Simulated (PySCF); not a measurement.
## How methods differ on the ionisation energy of Hf²⁺

Hf²⁺ [Xe] 4f14 5d2 (3F) → Hf³⁺ [Xe] 4f14 5d1 (2D), as a difference of total energies. All numbers are calculated (PySCF 2.14, the spin-free X2C one-electron Hamiltonian (Gaussian nucleus), in x2c-QZVPPall (16s10p9d5f2g, 144 functions)). The calculations carry no spin-orbit coupling.

```json
{"method": "UHF", "ionisation energy (eV)": "21.527"}
{"method": "BLYP", "ionisation energy (eV)": "22.506"}
{"method": "MN15", "ionisation energy (eV)": "22.385"}
```

The reference lies between the lowest fine-structure levels, while these numbers refer to the centres of the terms.

For comparison: 22.55 ± 0.04 eV (theoretical estimate listed by NIST; NIST Atomic Spectra Database, ionization energies).
